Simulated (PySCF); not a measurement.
C$_{2}$H$_{7}$FSSi, singlet, at a GFN2-xTB geometry; PBE0/6-31G, polarisability (PySCF).

PySCF was given this input:
```python
from pyscf import gto, scf, dft
from pyscf.prop import polarizability

mol = gto.M(
    atom='''
C     1.61104867   -0.13124409   -1.23815942
Si    0.11997249   -0.31493427   -0.08645885
C    -1.29409073   -1.36272925   -0.78360689
F     0.63606594   -1.03393726    1.26406033
S    -0.58496559    1.60472716    0.60893092
H     1.34836283    0.36289646   -2.16868325
H     2.39707485    0.45189468   -0.76560616
H     2.02556640   -1.10354643   -1.48651461
H    -2.10132596   -1.45497211   -0.06176404
H    -1.71020012   -0.93362477   -1.69012530
H    -0.94803301   -2.36405171   -1.02125048
H    -0.95795139    2.04412455   -0.58447212
''',
    basis='6-31g',
    verbose=3,
)

mf = dft.RKS(mol)
mf.xc = 'pbe0'
mf.kernel()
alpha = mf.Polarizability().polarizability()[2, 2]
print('alpha_zz =', alpha)
```

Output, abridged:

```
site-packages/pyscf/prop/efg/rhf.py:45: UserWarning: Module EFG is under testing
  warnings.warn('Module EFG is under testing')
site-packages/pyscf/prop/efg/dhf.py:30: UserWarning: Module EFG is under testing
  warnings.warn('Module EFG is under testing')
site-packages/pyscf/prop/zfs/uhf.py:40: UserWarning: Module ZFS is under testing
  warnings.warn('Module ZFS is under testing')
site-packages/pyscf/prop/gtensor/uhf.py:43: UserWarning: Module g-tensor is under testing
  warnings.warn('Module g-tensor is under testing')
site-packages/pyscf/prop/gtensor/uks.py:41: UserWarning: Module g-tensor is under testing
  warnings.warn('Module g-tensor is under testing')
site-packages/pyscf/prop/hfc/uks.py:35: UserWarning: Module HFC is under testing
  warnings.warn('Module HFC is under testing')
site-packages/pyscf/prop/magnetizability/rhf.py:39: UserWarning: Module magnetizability is under testing
  warnings.warn('Module magnetizability is under testing')
site-packages/pyscf/prop/magnetizability/uhf.py:37: UserWarning: Module magnetizability is under testing
  warnings.warn('Module magnetizability is under testing')
site-packages/pyscf/prop/magnetizability/rks.py:37: UserWarning: Module magnetizability is under testing
  warnings.warn('Module magnetizability is under testing')
site-packages/pyscf/prop/magnetizability/uks.py:39: UserWarning: Module magnetizability is under testing
  warnings.warn('Module magnetizability is under testing')
site-packages/pyscf/prop/polarizability/uhf.py:34: UserWarning: Module polarizability is under testing
  warnings.warn('Module polarizability is under testing')
site-packages/pyscf/prop/polarizability/rks.py:29: UserWarning: Module polarizability is under testing
  warnings.warn('Module polarizability is under testing')
site-packages/pyscf/prop/polarizability/uks.py:29: UserWarning: Module polarizability is under testing
  warnings.warn('Module polarizability is under testing')
converged SCF energy = -867.459515140359
alpha_zz = 51.76750177979733
```
